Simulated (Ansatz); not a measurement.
`C[BH][GeH2][SiH3]` + `CN[SiH](C)F` → `C[SiH](F)N[SiH3]` + `C[BH][GeH2][CH3]`  (redistribution)

Isolated molecules relaxed with PBE0-D4/def2-TZVP in Ansatz; ΔE leaves out vibrations. CCSD(T)/CBS is the MP2 limit (def2-TZVPP, def2-QZVPP) plus CCSD(T) − MP2 in def2-TZVPP, frozen cores. DFT in def2-TZVPP. For Ge outer-core shells are correlated without core-valence functions, which leaves a few kJ/mol of doubt a bond. Scalar relativity is left out up to krypton. Each species was taken in one conformer, which may not be the lowest.

```
            species  PBE energy (Eh)
`C[BH][GeH2][SiH3]`      -2434.29064
      `CN[SiH](C)F`       -524.89547
 `C[SiH](F)N[SiH3]`       -776.20176
 `C[BH][GeH2][CH3]`      -2183.01170
```

(1) Work out ΔE.

Largest T1 diagnostic among the species: 0.012.

Results:

(1) ΔE = (-776.20176) + (-2183.01170) − (-2434.29064) − (-524.89547) = -0.02735 Eh = -71.8 kJ/mol. CCSD(T)/CBS gives -94.8 kJ/mol.

From PBE to PBE0 (25 % exact exchange), in def2-TZVPP and without D4, ΔE moves by −6.9 kJ/mol.
